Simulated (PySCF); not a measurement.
## C₆ coefficients of unlike pairs at UHF

Calculated with PySCF 2.14 from the dipole response of each species, C₆(A,B) = (3/π) ∫ α_A(iu) α_B(iu) du, in atomic units, from isotropic polarisabilities. For ions this is the dispersion term alone; charge-induced terms of lower order in 1/R come first.

| species | configuration | basis | relativity | α (bohr³) | C₆ (like pair) |
| --- | --- | --- | --- | --- | --- |
| B⁻ | [He] 2s2 2p2 (3P) | aug-cc-pVTZ with one added diffuse shell each of s, p, d, f type (6s5p4d3f) | none | 197.9 | 2083 |
| I⁻ | [Xe] (1S) | aug-cc-pVTZ-PP with one added diffuse shell each of d, f type with ECP28MDF (6s5p5d3f) | core potential | 61.75 | 854.9 |
| Bi | [Xe] 4f14 5d10 6s2 6p3 (4S) | aug-cc-pwCVTZ-PP with ECP60MDF (8s7p6d4f1g) | core potential | 50.16 | 608.7 |
| Cl²⁺ | [Ne] 3s2 3p3 (4S) | aug-cc-pV(T+d)Z with one added diffuse shell each of s, p, d, f type (7s6p5d3f) | none | 5.974 | 21.26 |

Problem. Estimate C₆ for Cl²⁺ with B⁻.

Solution. The integral gives 138.1. The combination rule 2 C_A C_B / (C_A α_B/α_A + C_B α_A/α_B) gives 115.4 and the geometric mean 210.4.

No spin-orbit coupling is included, so Bi, close to jj coupling, stand for model states.

The other pairs:

```tsv
pair	C₆
I⁻, B⁻	1148
Cl²⁺, I⁻	123.6
Bi, B⁻	950.0
Cl²⁺, Bi	106.4
Bi, I⁻	719.8
```
